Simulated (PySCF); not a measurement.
PySCF input file for C2H4ClNOSi, SMILES O[Si@@]1(Cl)C=NC1, B3LYP/pcSseg-1. Geometry: B3LYP-D3(BJ)/def2-SVP. The structure was generated by enumeration; whether it is a known compound was not checked. One conformer was computed; it need not be the lowest.

```python
import numpy as np
from pyscf import gto, scf, dft
from pyscf.prop.nmr import rks as nmr

mol = gto.M(
    atom='''
    O     1.47307626    0.25542229   -1.30021450
    Si    0.22419323    0.07090284   -0.23092719
    Cl    0.86989504   -1.17095052    1.31830789
    C    -0.84543204    1.53174366    0.28202664
    N    -1.90669856    1.08198230   -0.29188461
    C    -1.51027328   -0.20620691   -0.94217258
    H     2.37079943    0.06089364   -1.00441375
    H    -0.85036304    2.47771838    0.84023976
    H    -2.11949485   -1.04585318   -0.57242592
    H    -1.63135090   -0.14971443   -2.03586982
    ''',
    basis='pcSseg-1',
    charge=0,
    spin=0,
    max_memory=1600,
    verbose=3,
)
mf = dft.RKS(mol, xc='b3lyp')
mf.grids.level = 3
mf.conv_tol = 1e-10
mf.max_cycle = 100
mf.kernel()
n = nmr.NMR(mf)
n.verbose = 2
n.max_cycle_cphf = 60
sigma = n.kernel()
print('atom   isotropic/ppm   span/ppm')
for i, s in enumerate(sigma):
    w = np.linalg.eigvalsh((s + s.T) / 2)
    print(f'{mol.atom_symbol(i):2s}{i + 1:3d} {w.mean():14.3f} {w[2] - w[0]:11.3f}')
```

Log of the run:

```
converged SCF energy = -958.327301277103
atom   isotropic/ppm   span/ppm
O   1        246.485      64.263
Si  2        346.539      75.503
Cl  3        849.301     285.639
C   4        -19.755     201.198
N   5       -244.574     990.370
C   6        105.687     108.822
H   7         28.593      18.720
H   8         22.938       4.805
H   9         27.128       4.952
H  10         26.962       4.276
```

The calculation finished and met its thresholds.

Cost: very roughly 40 core-seconds.
